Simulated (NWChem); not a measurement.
System: AlSiH$_{4}$O$_{2}$Cl; SMILES [OH][Al]([OH])[SiH2]Cl

```xyz
9

Si    -0.9871     0.9181    -0.0146
Cl     0.6243     2.2608    -0.0043
Al    -0.0077    -1.3135     0.0004
O     -1.0759    -2.6319     0.0097
O      1.6674    -1.6051     0.0017
H     -1.8108     1.2183    -1.2254
H     -1.8320     1.2247     1.1798
H     -0.8234    -3.5570     0.0167
H      2.3596    -0.9419    -0.0020
```
Atoms are numbered in this order, from 1.

Computed with NWChem. Coordinates come from a PBE0/def2-SVP optimisation. GIAO values for the isolated, static molecule; σ is the absolute isotropic shielding, δ = σ(reference) − σ with the isolated reference molecule computed at the same levels (1H: tetramethylsilane, 17O: water).

Predict the results for LDA (Slater exchange, VWN5)/pcSseg-1. Quantities: σ Al3 (ppm); δ O4 (ppm); δ O5 (ppm); δ H6 (ppm); δ H7 (ppm); δ H8 (ppm); δ H9 (ppm).


| Property | Result |
|---|---|
| σ Al3 (ppm) | 401.1 |
| δ O4 (ppm) | 62.5 |
| δ O5 (ppm) | 89.8 |
| δ H6 (ppm) | 5.51 |
| δ H7 (ppm) | 5.51 |
| δ H8 (ppm) | 2.42 |
| δ H9 (ppm) | 3.57 |
